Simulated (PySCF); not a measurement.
Input file for PySCF: R-B3LYP/3-21G on CH3F2In (SMILES [CH3][In]([F])[F]), a point of a torsion scan.

```python
from pyscf import gto, scf, dft, mp
from pyscf.data.elements import chemcore

mol = gto.M(
    atom='''
    C    -1.13876031   -0.09613250   -0.00182850
    In    1.07697939    0.00633915   -0.13063858
    F     2.24192321    0.63520413    1.33000956
    F     2.16743480   -0.50647219   -1.69104383
    H    -1.39710729    0.25856133    0.98775416
    H    -1.41397730   -1.13231948   -0.15616880
    H    -1.52800795    0.54174777   -0.78594716
    ''',
    basis='3-21g',
    charge=0, spin=0, verbose=3, max_memory=1800)
mf = dft.RKS(mol, xc='b3lyp')
mf.conv_tol = 1e-8
mf.max_cycle = 100
mf.kernel()
if not mf.converged:
    mf = mf.newton().run(mf.mo_coeff, mf.mo_occ)
```

The log:

```
converged SCF energy = -5955.598024612
```

The run converged.

Cost: very roughly 8 core-seconds.
